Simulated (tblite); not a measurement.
Compound: C₅H₇F₃O.
Geometry (GFN2-xTB, Å), atoms numbered from 1 in this order:
```
atom  x, y, z in Å
C1     1.9486   -0.7632   -0.0595
O2     0.8973   -0.4717    0.8486
C3    -0.2563    0.0382    0.2762
C4    -1.0363   -0.9670   -0.5564
F5    -1.0588   -2.1844   -0.0036
F6    -2.3126   -0.6004   -0.7471
F7    -0.5146   -1.1236   -1.7915
C8    -0.3196    1.4743   -0.1801
C9    -1.0269    1.0498    1.0720
H10    2.1586    0.0914   -0.7093
H11    2.8161   -0.9781    0.5603
H12    1.7177   -1.6365   -0.6754
H13   -0.9072    1.6997   -1.0572
H14    0.5802    2.0610   -0.0792
H15   -0.5899    1.3282    2.0175
H16   -2.1038    0.9912    1.0734
```

Method: GFN2-xTB as coded in tblite; computed harmonic values from a numerical Hessian at the method's own geometry, unscaled. Against measured fundamentals such values can be off by several per cent, at times by over 20. One conformer, not necessarily the lowest.

Harmonic wavenumbers (cm⁻¹): 35.2, 87.5, 168.3, 190.5, 205.1, 261.9, 304.9, 334.5, 390.7, 464.0, 500.5, 524.2, 593.2, 702.4, 793.5, 865.8, 928.3, 995.7, 1014.0, 1044.2, 1049.3, 1069.3, 1083.8, 1087.5, 1112.1, 1129.9, 1140.8, 1168.1, 1260.6, 1350.2, 1401.5, 1412.6, 1463.4, 1467.5, 1479.4, 2946.7, 2962.0, 3037.1, 3093.4, 3104.1, 3109.6, 3128.7.

A = 2077, B = 1673, C = 1257 MHz; mass 140.045 u (most abundant isotopes); point group C1, symmetry number 1.

Q: Zero-point energy?

A: Half the sum of the wavenumbers: 25231 cm⁻¹ = 301.83 kJ/mol.

Q: What is S at 200 K and 1 bar for an ideal gas of classical rigid rotors and harmonic oscillators?

A: Translation 162.19, rotation 115.05, vibration 68.65: S = 345.9 J/(mol K).

Q: And Cp and H(200 K) − H(0)?

A: Cp = 110.37 J/(mol K), of which vibrations give 77.11 (their classical limit is 42 R = 349.2); H(200 K) − H(0) = 14.19 kJ/mol without the zero-point energy, 7.54 from vibrations.

Q: Blend soft modes into free rotors: weight 1/[1 + (100 cm⁻¹/ν̃)⁴] for the oscillator and the rest for a rotor with moment μB/(μ + B), μ = h/(8π²ν), B = 10⁻⁴⁴ kg m². What vibrational entropy results?

A: 63.07 J/(mol K) in place of 68.65, which changes −T·S at 200 K by +1.12 kJ/mol.

Q: What must be added to the electronic energy to get the Gibbs energy at 200 K and 1 bar?

A: ZPE + [H(200 K) − H(0)] − T·S = 301.83 + 14.19 − 69.18 = 246.84 kJ/mol.

Hindered rotation and anharmonicity are outside this model. Other conformers, if any are populated, would add a mixing term that is left out. The structure is chiral; the term R ln 2 for an equal mix with its mirror image is left out.

Hardware: one thread of an Arm Neoverse V2, shared host. Cost: 0.38 s wall. The figure is for the frequency step alone.
